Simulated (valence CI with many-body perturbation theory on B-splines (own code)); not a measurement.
Values are calculated unless marked as measured or tabulated.
Ce9+ in three bases

Method: valence CI with perturbative core correlation (CI+MBPT): three valence electrons over a frozen Dirac-Fock core [Kr] 4d10, radial functions for each j: 7 s, 7 p, 7 d, 7 f, 4 g, 2 h, with the one-electron correlation potential Σ1, the two-electron term Σ2, the three-electron term Σ3, Breit, model QED; selected CI, second order for the rest, scaled by the run's own slope (own B-spline code, finite nucleus).

No measured spectrum was set against this ion. As an estimate, levels hold to about 250 cm⁻¹ or 0.2 % of their energy and the worst to 1 %, as in measured heavy ions of charge 2 to 7; those with d or f electrons hold less well.

The reference run has the lowest level 5s2 5p 2P°_1/2 and an ionisation energy of 141.166 eV. Its largest variational space holds 10823 state functions.

Names give the largest LS component (configuration and term), which can be under half, so a name can repeat, a term be missing and a line seem to break the LS rules; names also repeat where a configuration has a term twice. Letters in brackets count levels of one name in rising energy.

Changed runs:
A. basis 5 s, 5 p, 5 d, 5 f, 2 g
B. basis 4 s, 4 p, 4 d, 4 f

Excitation energies of the reference run in cm⁻¹, and shifts in cm⁻¹:

| Level | Reference | A | B |
| --- | --- | --- | --- |
| 5s2 5p 2P°_3/2 | 33436 | -4.6 | -17 |
| 4f 5s2 2F°_5/2 | 55354 | +306 | +1292 |
| 4f 5s2 2F°_7/2 | 57943 | +308 | +1299 |
| 5s 5p2 4P_1/2 | 139149 | -75 | -273 |
| 5s 5p2 4P_3/2 | 158288 | -98 | -367 |
| 5s 5p2 4P_5/2 | 169388 | -71 | -276 |
| 4f 5s 5p 4G_5/2 | 183224 | +150 | +550 |
| 4f 5s 5p 4F_7/2 [a] | 186419 | +151 | +569 |
| 4f 5s 5p 4F_3/2 | 187003 | +81 | +293 |
| 4f 5s 5p 4F_5/2 | 190895 | +151 | +594 |
| 4f 5s 5p 2F_7/2 [a] | 191013 | +188 | +723 |
| 4f 5s 5p 4F_9/2 | 192511 | +171 | +673 |
| Ionisation energy (eV) | 141.166 | -0.016 | -0.047 |
